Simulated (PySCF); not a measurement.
# C3H8ClOSi: g tensor and hyperfine couplings

Compound: C₃H₈ClOSi (doublet state).
Z-matrix (Å and degrees, GFN2-xTB geometry), rows numbered from 1:
```
C 
C   1  1.4674
O   2  1.3993  1  111.15
Si  3  1.6151  2  128.74  1  -179.37
C   4  1.9006  3  101.55  2  -178.21
Cl  5  1.7781  4  108.06  3  -179.85
H   1  1.0700  2  119.62  3    10.42
H   1  1.0706  2  119.88  3  -170.02
H   2  1.1079  1  111.00  3  -121.34
H   2  1.1039  1  110.82  3   122.04
H   4  1.4644  3  112.23  2    63.63
H   4  1.4645  3  112.29  2   -60.11
H   5  1.0873  4  113.34  3    62.30
H   5  1.0872  4  113.31  3   -61.99
```

The hyperfine couplings belong to this conformer and change with its torsions.

As a line formula: `[SiH2](CCl)OC[CH2]` [radical].

Method used: UKS B3LYP, pcH-1 on C Cl H O Si, non-relativistic, mean-field spin-orbit, GIAO (PySCF). One conformer (not necessarily the lowest) at the GFN2-xTB geometry, without solvent, vibrations or thermal averaging. The geometry wasn't refined by DFT: couplings that depend on bond lengths, twists or pyramidal angles can differ widely from those at the functional's own minimum. Stability of the SCF solution: not tested.

* g1, g2, g3: 2.00218, 2.00275, 2.00289
* g_iso: 2.00261
* Form of g: rhombic: the two nearest values differ by 19 % of g3 − g1
* ⟨S²⟩: 0.7537 (exact 0.7500)
* HOMO–LUMO gap, α and β orbitals: 6.22, 5.89 eV
* Total energy: -944.04570 Eh

Hyperfine couplings atom by atom, in MHz; T1 to T3 are the principal values of the dipolar part; ρ(0) is the spin density at the nucleus:

| atom | isotope | a_iso | of which spin–orbit | T1 | T2 | T3 | Mulliken spin population | ρ(0) (bohr⁻³) |
| --- | --- | --- | --- | --- | --- | --- | --- | --- |
| C1 | 13C | 87.6 | -0.1 | -82.3 | -81.7 | 164.0 | 1.08 | 0.0780 |
| C2 | 13C | -39.7 | 0.0 | -2.5 | 0.2 | 2.2 | -0.09 | -0.0353 |
| O3 | 17O | -1.6 | 0.0 | -1.8 | 0.8 | 1.1 | 0.00 | 0.0027 |
| Si4 | 29Si | 1.4 | 0.0 | -0.4 | 0.2 | 0.3 | 0.00 | -0.0016 |
| C5 | 13C | 0.1 | 0.0 | -0.1 | -0.1 | 0.3 | 0.00 | 0.0001 |
| Cl6 | 35Cl | 0.0 | 0.0 | 0.0 | 0.0 | 0.1 | 0.00 | 0.0000 |
| H7 | 1H | -66.0 | 0.0 | -40.0 | 0.0 | 39.9 | -0.05 | -0.0148 |
| H8 | 1H | -63.5 | 0.0 | -39.6 | -0.4 | 40.0 | -0.04 | -0.0142 |
| H9 | 1H | 143.5 | 0.0 | -5.9 | -3.1 | 9.0 | 0.06 | 0.0321 |
| H10 | 1H | 107.6 | 0.0 | -5.2 | -4.3 | 9.5 | 0.04 | 0.0241 |
| H11 | 1H | 0.4 | 0.0 | -0.9 | -0.8 | 1.6 | 0.00 | 0.0001 |
| H12 | 1H | 0.0 | 0.0 | -0.8 | -0.8 | 1.6 | 0.00 | 0.0000 |
| H13 | 1H | 0.1 | 0.0 | -0.6 | -0.6 | 1.2 | 0.00 | 0.0000 |
| H14 | 1H | 0.0 | 0.0 | -0.6 | -0.6 | 1.1 | 0.00 | 0.0000 |

Largest spin populations (Mulliken): C1 (+1.08) and C2 (-0.09). C1 is the only atom above +0.15. The positive populations add up to 1.18 and the negative ones to -0.18, together 2S = 1. The angles at C1 add up to 360.0°, so it is planar; its axial dipolar tensor and the negative couplings of its protons fit spin in a p orbital normal to that plane.

Axes: g3 points within 9° of the C1–H8 bond.

Under fast tumbling the dipolar parts average out, and these isotropic splittings remain: 2 × 1H (H9/H10, I = 1/2, 3 lines) with 4.48 mT and 2 × 1H (H7/H8, I = 1/2, 3 lines) with 2.31 mT.

Means are taken over nuclei equivalent by connectivity, which assumes that they swap fast. The 1H value of +125.6 MHz is a mean of couplings from 107.6 to 143.5 MHz in this one geometry, not an average over conformers.

The 13C coupling of C1 (87.6 MHz) shows only in satellite lines or after enrichment, since that isotope makes up about 1.07 % of natural carbon.

β density exceeds α density at some nuclei, such as C2 (-0.0353), H7/H8 (-0.0145) and Si4 (-0.0016), spin density in bohr⁻³. In a single determinant that takes different orbitals for the two spins, that is spin polarisation.
